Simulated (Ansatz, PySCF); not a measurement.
OsO2, SMILES [O]=[Os]=[O] (connectivity only; charge and spin as stated), neutral, multiplicity 3. Atoms are numbered in the order given.

```xyz
3

Os     0.0000     0.0000     0.3292
O      0.0000     1.5490    -0.3541
O      0.0000    -1.5490    -0.3541
```
Charge 0, spin multiplicity 3.

Geometry: r2SCAN-D4/def2-TZVP. The multiplicity is an assumed one; other spin states were not compared. The def2 effective core potentials stand for the cores of Os; spin–orbit coupling is left out.

Two levels are set side by side: PBE-D3(BJ)/def2-TZVP (Ansatz, a program for electronic structure) and r2SCAN-D4/def2-TZVP (Ansatz). Each level has its own optimised geometry; the coordinates shown are those of the second. Frequencies come from the Hessian of PySCF at each geometry. Differences are taken from unrounded values.

```tsv
quantity	r2SCAN-D4	PBE-D3(BJ)	PBE-D3(BJ) minus r2SCAN-D4
mean bond length (Å)	1.693	1.703	0.010
bond Os1–O2 (Å)	1.693	1.703	0.010
bond Os1–O3 (Å)	1.693	1.703	0.010
highest harmonic wavenumber (cm⁻¹)	1036	1001	-34
mean harmonic wavenumber (cm⁻¹)	756	735	-22
zero-point energy (kcal/mol)	3.24	3.15	-0.09
```
